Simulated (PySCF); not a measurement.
Input for PySCF: R-B3LYP/6-311+G** on CHN (SMILES C#N).

```python
from pyscf import gto, scf, dft, mp
from pyscf.data.elements import chemcore

mol = gto.M(
    atom='''
    C    -0.10278605    0.99551745    3.05019412
    N    -0.16310760    0.34697049    2.10989060
    H    -0.04639318    1.60010089    3.92788695
    ''',
    basis='6-311+g**',
    charge=0, spin=0, verbose=3, max_memory=1800)
mf = dft.RKS(mol, xc='b3lyp')
mf.conv_tol = 1e-8
mf.max_cycle = 100
mf.kernel()
if not mf.converged:
    mf = mf.newton().run(mf.mo_coeff, mf.mo_occ)
```

Problem. Give the final energy of this run.

Solution. -93.4544 hartree.
